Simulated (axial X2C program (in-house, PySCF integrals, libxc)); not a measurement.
**Spin–orbit effects down a group: molecules with B, MP2**

Calculated with an in-house all-electron X2C program for linear molecules (integrals from PySCF), spin-free (one-electron X2C) or two-component (2c: spin–orbit coupling with atomic mean-field Coulomb and Gaunt terms, which also bring small scalar terms), in Dyall basis sets with cores contracted in-house; open shells are unrestricted.

Basis sets: Ag dyall-cv3z, Au dyall-cv3z, B dyall-v3z, Cu dyall-cv3z. Frozen shells (counts by l): CuB Cu 3s2p, B 1s, 14 electrons correlated; AgB Ag 4s3p1d, B 1s, 14 electrons correlated; AuB Au 5s4p2d1f, B 1s, 14 electrons correlated. Where the outer core of a metal is frozen, bonds come out longer and ionisation energies lower.

```csv
molecule,spin-free state,Re (Å),ωe (cm⁻¹),De (eV),2c state,Re 2c (Å),ωe 2c (cm⁻¹),De 2c (eV)
CuB,"M_S = 0, Λ = 0",1.821,601.5,2.40,Ω = 0,1.822,600.9,2.39
AgB,"M_S = 0, Λ = 0",2.008,474.4,1.82,Ω = 0,2.008,473.7,1.82
AuB,"M_S = 0, Λ = 0",1.865,738.9,3.86,Ω = 0,1.864,739.4,3.91
```

Each entry is the lowest single determinant of a limited PBE0 search at one distance. De goes to single-determinant-based atoms at the same level (for ions the charge split of lowest energy) and is withheld (n/a) where an atom does not fit its ground term or J level. Main or longest-lived isotopes. Some light 2c atoms are not at their ground J level, so De misses part of their lowering (0.04 eV or less).
